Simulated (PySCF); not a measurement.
CH3AlF2O, SMILES [Al]([F])([O]C)[F]. Geometry optimised at B3LYP-D3(BJ)/def2-SVP. Other conformers were not sampled.

Q: Give the equilibrium geometry at B3LYP-D3(BJ)/def2-SVP (PySCF confirms it by a frequency run) as Cartesian coordinates in Å, and its point group. (The exact figures need the calculation; the answer reports its results.)

A: This is not unique; one that fits is point group Cs.
```xyz
8

Al     0.0116    -0.5254     0.0000
F      1.1272    -1.7416     0.0000
F     -1.5907    -0.9357     0.0000
O      0.5316     1.0633     0.0000
C      0.0188     2.3664     0.0000
H      0.3707     2.9154    -0.8910
H      0.3707     2.9154     0.8910
H     -1.0866     2.3906     0.0000
```
